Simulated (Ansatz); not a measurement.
`F/C=C(\F)CF` and `F/C=[C](/F)[GaH2]` differ in one atom or group (the configuration at the double bond changes too).

Ansatz, PBE0-D4/def2-TZVP geometries, multiplicity 1. Each molecule was computed in one conformer, which needn't be the lowest.

Scalar relativity is left out up to krypton.

```tsv
property	`F/C=C(\F)CF`
LUMO energy (PBE/def2-TZVPP) / eV	-0.62
zero-point energy (PBE0-D4/def2-TZVP) / kJ/mol	153.2
HOMO energy (PBE0/def2-TZVPP) / eV	-7.49
HOMO–LUMO gap (PBE0/def2-TZVPP) / eV	7.88
HOMO energy (ωB97M-V/def2-TZVPP) / eV	-9.76
size of the dipole moment (ωB97M-V/def2-TZVPP) / D	1.51
```

Task: What does the change do to each property? (An estimate is asked.)

Result: Computed: 
| property | `F/C=[C](/F)[GaH2]` | shift |
| --- | --- | --- |
| LUMO energy (PBE/def2-TZVPP) / eV | -2.86 | -2.24 |
| zero-point energy (PBE0-D4/def2-TZVP) / kJ/mol | 105.1 | -48.1 |
| HOMO energy (PBE0/def2-TZVPP) / eV | -7.53 | -0.04 |
| HOMO–LUMO gap (PBE0/def2-TZVPP) / eV | 5.46 | -2.42 |
| HOMO energy (ωB97M-V/def2-TZVPP) / eV | -9.76 | 0.00 |
| size of the dipole moment (ωB97M-V/def2-TZVPP) / D | 0.26 | -1.25 |

The zero-point energy changes by -48.1 kJ/mol with -3 modes. Dipoles are sizes alone; their direction can turn.
